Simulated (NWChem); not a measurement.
System: C₄H₄OS; SMILES s1c(ccc1)O

```xyz
10

O     -0.1586    -2.1578     0.0000
C     -0.2258    -0.8166     0.0000
C     -1.3765    -0.0744     0.0000
C     -1.1082     1.3254     0.0000
C      0.2239     1.6278     0.0000
S      1.1899     0.1938     0.0000
H      0.7580    -2.4520     0.0000
H     -2.3670    -0.5285     0.0000
H     -1.8875     2.0892     0.0000
H      0.7059     2.6037     0.0000
```
Atoms are numbered in this order, from 1.

The geometry was optimised at PBE0/def2-SVP.

**Question.** Give the principal values of the shielding tensors (ppm) of O1, C2, C3, C4, C5 from KT2/pcSseg-1, GIAO (NWChem), with their diamagnetic and paramagnetic parts as GIAO splits them.

**Answer.** 
```json
[
 {"atom": "O1", "σ11": "152.8", "σ22": "237.8", "σ33": "253.9", "isotropic": "214.9", "diamagnetic": "392.8", "paramagnetic": "-177.9"},
 {"atom": "C2", "σ11": "-29.5", "σ22": "26.4", "σ33": "78.0", "isotropic": "24.9", "diamagnetic": "256.7", "paramagnetic": "-231.7"},
 {"atom": "C3", "σ11": "30.6", "σ22": "75.0", "σ33": "148.0", "isotropic": "84.5", "diamagnetic": "250.6", "paramagnetic": "-166.1"},
 {"atom": "C4", "σ11": "-10.7", "σ22": "53.2", "σ33": "144.2", "isotropic": "62.2", "diamagnetic": "251.3", "paramagnetic": "-189.1"},
 {"atom": "C5", "σ11": "6.2", "σ22": "102.2", "σ33": "132.7", "isotropic": "80.4", "diamagnetic": "256.4", "paramagnetic": "-176.1"}
]
```
